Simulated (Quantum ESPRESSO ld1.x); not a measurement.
Task: The mean radii <r> (bohr) of the occupied orbitals of an atom or ion are listed with their occupations. All-electron calculation, scalar-relativistic Kohn-Sham, LDA (Slater exchange, Gunnarsson-Lundqvist correlation), spin-unpolarised, spherical densities, point nucleus. Program: ld1.x of Quantum ESPRESSO 7.5.

orbital  occ.      <r>
1s          2  0.02974
2s          2   0.1286
2p          6   0.1122
3s          2   0.3492
3p          6   0.3476
3d         10   0.3246
4s          2   0.8476
4p          6   0.9215
4d         10    1.179
5s          2    2.455

Name the element and its charge.

Result: Z = 49, indium, charge +1: In+ in [Kr] 4d10 5s2. The 1s radius gives Z: for a bare nucleus <r> = (2 gamma + 1)/(2Z) with gamma = sqrt(1 - (Z/c)^2), 0.02926 bohr for Z = 49, and screening makes it slightly larger (0.02974 here). The occupations add up to 48, and the charge is Z minus that.
